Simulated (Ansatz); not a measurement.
```yaml
crystal:
  periodic: [false, false, false]
  atoms:
    - {symbol: C, position_ang: [-0.118999, -1.336266, 1.191987]}
    - {symbol: N, position_ang: [-0.013404, -0.120607, 0.469141]}
    - {symbol: W, position_ang: [-0.295635, 0.929977, -0.889815]}
    - {symbol: O, position_ang: [-1.112624, 0.032118, -2.085418]}
    - {symbol: O, position_ang: [1.371571, 1.501061, -1.563298]}
    - {symbol: Cl, position_ang: [-1.616529, 2.649231, -0.166402]}
    - {symbol: H, position_ang: [0.875357, -1.694178, 1.476765]}
    - {symbol: H, position_ang: [-0.617771, -2.113429, 0.602930]}
    - {symbol: H, position_ang: [-0.689672, -1.173116, 2.111661]}
    - {symbol: H, position_ang: [2.217705, 1.325209, -1.147553]}
basis:
  gaussian: {orbitals: def2-TZVPD}
hamiltonian: {xc: {name: wB97X-D}}
correlation: {electrons: all}
```

```sh
$ ansatz run in.yaml --threads 4 --pin off --events-out ev --progress --plain --max-ram 11315MiB
```

It prints (some lines left out):

```
Error: YAML parse error: error: line 16 column 19: hamiltonian.xc: no functional is named "wB97X-D"; the names, which are not case-sensitive, are SVWN5, SPW92, PBE, PBE0, PBEsol, revPBE, revPBE0, RPBE, rPW86-PBE, HSE06, wPBEh, LC-wPBE, HISS, HF, BLYP, B3LYP, B3LYP5, BHLYP, CAM-B3LYP, r2SCAN, r2SCANh, r2SCAN0, r2SCAN50, m-r2SCAN, B97, wB97, wB97X, wB97X-V, B97M-V, wB97M-V, B2PLYP, B2GP-PLYP, PBE0-DH, PBE-QIDH
14 | basis:
15 |   gaussian: {orbitals: def2-TZVPD}
16 | hamiltonian: {xc: {name: wB97X-D}}
17 | correlation: {electrons: all}
```

What is wrong with this run?

The method's name isn't one that the program takes here. The program refused the input.

HSE06 is defined as in plane-wave codes.
